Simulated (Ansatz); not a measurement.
Reaction (redistribution): `[SiH3]P[NH][GaH2]` + `[AlH2][SiH2]P` → `P[SiH2][GaH2]` + `[AlH2][NH]P[SiH3]`

Computed with Ansatz on PBE0-D4/def2-TZVP structures; ΔE is electronic, products minus reactants. CCSD(T)/CBS adds triple-zeta CCSD(T) − MP2 to the extrapolated MP2 energy (def2 sets, frozen cores). For Ga outer-core shells are correlated without core-valence functions, which leaves a few kJ/mol of doubt a bond. Scalar relativity is left out up to krypton. One conformer a species, not always the lowest.

| species | SCS-MP2/def2-QZVPP energy (Eh) |
| --- | --- |
| `[SiH3]P[NH][GaH2]` | -2612.54123 |
| `[AlH2][SiH2]P` | -875.53676 |
| `P[SiH2][GaH2]` | -2557.23591 |
| `[AlH2][NH]P[SiH3]` | -930.86390 |

Task: Work out ΔE.

Result: ΔE = (-2557.23591) + (-930.86390) − (-2612.54123) − (-875.53676) = -0.02182 Eh = -57.3 kJ/mol. CCSD(T)/CBS gives -54.3 kJ/mol.

Largest T1 diagnostic among the species: 0.015.

In def2-TZVPP, CCSD(T) changes the Hartree–Fock value by +7.6 kJ/mol (the triples alone add +1.6 kJ/mol) and MP2 by +5.0 kJ/mol. Leaving LDA and LC-ωPBE aside and taking each functional with its dispersion term where it has one, the values, not all of them listed here, spread over 11.3 kJ/mol, from ωB97M-V to revPBE-D4. LDA lies +3.2 kJ/mol from PBE without D4. At CCSD(T), def2-SVP lies +3.3 kJ/mol from the extrapolated value and def2-TZVPP −0.3 kJ/mol.
